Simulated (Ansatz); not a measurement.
System: PbI2, net charge -1, doublet state. 
Structure (B3LYP-D3(BJ)/def2-TZVP (Ansatz, an electronic-structure program) minimum search):
```xyz
3

Pb     0.0209     0.0169     1.0430
I      1.1807    -2.0616    -0.7976
I     -1.2129     2.0354    -0.8162
```
Charge -1, spin multiplicity 2.

Basis-set convergence of Hartree-Fock and MP2 correlation energies (hartree) with Ansatz. Valence correlation only, unless marked. UHF or UKS for open shells. Spin-orbit coupling is left out. The frozen core is the preceding noble-gas configuration, with the filled d and f shells of earlier blocks. Past Kr the def2 sets carry scalar-relativistic core potentials.

| basis | functions | E(HF) | E(corr, MP2) |
|---|---|---|---|
| def2-SVPD | 102 | -785.33491 | -0.26134 |
| def2-TZVPPD | 174 | … | … |

Problem. Some entries are withheld; supply them.

Solution. 
- def2-TZVPPD, E(HF): -785.35257
- def2-TZVPPD, E(corr, MP2): -0.34387
